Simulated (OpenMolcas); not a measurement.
An OpenMolcas run meant for Bi4+ (ANO-RCC-VQZP, X2C; inactive shells 1s 2s 2p 3s 3p 3d 4s 4p 4d 4f 5s 5p 5d; intended active space 1 electron in 8 orbitals (6s 6p 7s 7p)). One step of its input:

```
&CASPT2
Multistate=1 1
Frozen=15 19
IPAE=0.25
Imaginary=0.1
MaxIter=60
WThr=0.0 0.3 0.05
PrWF=0.5
NoMix
```

Lines from the output:

```
|        MOLCAS_PRINT = 2
  |       MOLCAS_SOURCE = <dir>
  |    MOLCAS_STRUCTURE = 0
  |
   --------------------------------------------------------------------------------------
++ ---------   Input file   ---------
>>> COPY JOB001 $Project.JobIph
&CASPT2
Multistate=1 1
Frozen=15 19
IPAE=0.25
Imaginary=0.1
MaxIter=60
WThr=0.0 0.3 0.05
PrWF=0.5
NoMix
-- ----------------------------------
>>> COPY JOB001 a.JobIph
*** symbolic link created: INPORB -> a.RasOrb
--- Start Module: caspt2 at  ---
()()()()()()()()()()()()()()()()()()()()()()()()()()()()()()()()()()()()()()()()()()()()()()()()()()
                                              &CASPT2
                                   only a single process is used
                       available to each process: 2.3 GB of memory, 1 thread
()()()()()()()()()()()()()()()()()()()()()()()()()()()()()()()()()()()()()()()()()()()()()()()()()()
 ###    ERROR: Unrecognized keyword: IPAE                                    ###
--- Stop Module: caspt2 at  /rc=_RC_INPUT_ERROR_ ---
.####################.
.# User input error #.
.####################.
```

Q: What is wrong with the input?

A: A keyword is misspelt. OpenMolcas reads the first four letters of a keyword, so the setting is refused or falls back to its default.
